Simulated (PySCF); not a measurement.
Delta-SCF ions had no search for a lower state. Excitations are Tamm–Dancoff values on a coarser integration grid. The basis has no diffuse functions, so Rydberg states are missing or too high.

Cartesian coordinates (Å):
SMILES: BC=C(C)C
```xyz
14

B      2.3007    -0.0791    -0.0768
C      0.9328    -0.7617    -0.1371
C     -0.2696    -0.1641     0.0055
C     -1.5466    -0.9467    -0.0761
C     -0.4738     1.2988     0.2562
H      2.4216     1.0899     0.1132
H      3.2898    -0.7269    -0.2241
H      0.8962    -1.8347    -0.3142
H     -1.3660    -2.0013    -0.2727
H     -2.1062    -0.8513     0.8584
H     -2.1878    -0.5429    -0.8641
H     -1.0891     1.7258    -0.5401
H      0.4574     1.8516     0.3175
H     -1.0316     1.4376     1.1861
```
Charge 0, multiplicity 1.

**Question.** What T1 excitation (TDA), vertical ionisation energy (Delta-SCF), brightest of the four lowest singlets (TDA), total energy and LUMO does M06-2X/def2-TZVP in PySCF give?

**Answer.** 
```yaml
T1 excitation (TDA): 3.59 eV
vertical ionisation energy (Delta-SCF): 9.66 eV
brightest of the four lowest singlets (TDA): 5.78 eV
total_energy: -182.6297 Ha
LUMO: -0.87 eV
```
